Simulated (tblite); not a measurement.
Parent: `[CH2:1]=[CH:2]/[P:3]=[CH:4]/[CH3:5]` with C1–C2–P3–C4 180°, C4H7P.

Structures optimised with GFN2-xTB, isolated species. One conformer each, not checked by frequencies here.

| coordinate of the parent | value |
| --- | --- |
| C1=C2 | 1.327 Å |
| C2–P3 | 1.811 Å |
| P3=C4 | 1.678 Å |
| C4–C5 | 1.488 Å |
| C1–C2–P3 | 122.3° |
| C2–P3–C4 | 99.8° |
| P3–C4–C5 | 123.5° |

**Question.** How does the shared frame change in `[CH3:1]/[CH:2]=[P:3]/[c:4]1[cH:5][cH:6][cH:7][s:8]1` with C2–P3–C4–C5 180°, C6H7PS? Atoms pair as P3 = P3, C4 = C2, C5 = C1 (parent first).

**Answer.** 
| parent | relative | value in the relative | change |
| --- | --- | --- | --- |
| P3=C4 | P3=C2 | 1.677 Å | -0.001 |
| C4–C5 | C2–C1 | 1.488 Å | 0.000 |
| P3–C4–C5 | P3–C2–C1 | 123.0° | -0.5 |

No shared bond changes by more than 0.004 Å. Bonds of the relative outside the shared frame: P3–C4 1.803, C4–C5 1.371, C5–C6 1.408, C6–C7 1.358, C7–S8 1.715, C4–S8 1.743 Å. Point group Cs → Cs.

All values are computed, not measured.
